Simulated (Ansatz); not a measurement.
Ansatz results at the PBE0-D4/def2-TZVP geometry: HOMO energy (PBE0/def2-TZVPP) -8.67 eV; LUMO energy (ωB97M-V/def2-TZVPP) 1.26 eV; HOMO energy (ωB97M-V/def2-TZVPP) -10.88 eV.

Which molecule gave them?
A. `[F][GeH2][Br]`
B. `[SH][Ge]([SH])([Cl])[Cl]`
C. `[OH][Ge]([OH])([SiH3])[Cl]`
D. `CC[N](C)[Ge]([F])([F])[N](C)CC`

A. The others give `[SH][Ge]([SH])([Cl])[Cl]`: -8.18, 0.22, -10.38; `[OH][Ge]([OH])([SiH3])[Cl]`: -8.47, 1.40, -10.57; `CC[N](C)[Ge]([F])([F])[N](C)CC`: -6.73, 2.16, -9.06.
